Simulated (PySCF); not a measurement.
Dipole moment and polarisability of `F[SiH2][SiH2]O[SiH3]`

Compound: FH7OSi3.
Cartesian coordinates in Å at the GFN2-xTB level; atoms count from 1:
```
atom  x, y, z in Å
F1    -3.1526   -1.6573    0.4660
Si2   -2.2273   -0.3458    0.2437
Si3   -0.0529   -1.0653    0.3603
O4     0.8150    0.2713    0.0413
Si5    2.0858    1.2352   -0.2305
H6    -2.7149    0.5565    1.2898
H7    -2.7167    0.1654   -1.0388
H8     0.4037   -1.5577    1.6689
H9     0.3525   -2.0742   -0.6304
H10    1.4991    2.4219   -0.8478
H11    3.0096    0.5339   -1.1192
H12    2.7000    1.5155    1.0648
```

Level: CAM-B3LYP/def2-SVPD (PySCF), static field, nuclei fixed, core orbitals frozen in the response. The polarisability tensor in these axes (au):

```
x   91.47 -0.52 -0.41
y   -0.52 78.56 -1.19
z   -0.41 -1.19 74.12
```

Q: What are the eigenvalues, a third of the trace, and Δα (Δα² = ½Σ(αi − αj)² over the three pairs)?

A: Principal values 73.81, 78.84 and 91.50 au; mean 81.39 au = 12.06 Å³ = 13.42 × 10⁻⁴⁰ C²·m²/J; Δα = 15.79 au (19 % of the mean).

Q: What is the dipole moment, and where does it point?

A: (1.65, 1.14, -0.22) D, 2.02 D in size, pointing from the negative to the positive side. Measured along this direction, the outermost atoms are F1 at the negative end and H12 and H11 at the positive end.

Q: What depolarisation ratio follows for Rayleigh scattering of linearly polarised light, taking the static tensor?

A: ρ = 3Δα²/(45ᾱ² + 4Δα²) = 747.7/(298062 + 997.0) = 0.0025.

Q: Find the Langevin capture rate constant for NH4+ (18.034 u) meeting this molecule (125.979 u), k = 2.342 × 10⁻⁹ cm³/s × √(α in Å³ / reduced mass in u).

A: The reduced mass is 15.78 u, so k = 2.05 × 10⁻⁹ cm³/s. The formula leaves out the permanent dipole, which adds to the capture rate.

Q: What molar refraction does this α imply?

A: Lorentz–Lorenz: R = (4π/3)N_A α = 2.5225 cm³/(mol·Å³) × 12.06 Å³ = 30.4 cm³/mol, in the limit of long wavelengths.

Q: In a dilute gas of rigid molecules at 500 K, how does the orientational term μ²/3kT compare with the electronic polarisability?

A: In Gaussian units μ²/3kT = 19.63 Å³ against 12.06 Å³, a ratio of 1.63; the Debye molar polarisation (4π/3)N_A(α + μ²/3kT) is 79.9 cm³/mol, leaving out the vibrational part.

Q: In TDDFT the mean static polarisability is Σ f/ω² over all singlet excitations (ω in hartree). How much of it do the 8 lowest give? Their energies (eV) and oscillator strengths: 5.91, 0.0301; 6.68, 0.0043; 7.27, 0.0002; 7.38, 0.0373; 7.43, 0.0233; 7.87, 0.0036; 7.89, 0.0031; 8.20, 0.0476.

A: They add up to 2.14 au, 2.6 % of the 81.39 au; the largest single term is 0.64 au, from the state at 5.91 eV. Terms in order: 0.64, 0.07, 0.00, 0.51, 0.31, 0.04, 0.04, 0.52 au. Higher excitations give the rest. The strengths listed sum to 0.149.

The structure is a single GFN2-xTB conformer in the gas phase; no vibrational or solvent corrections.
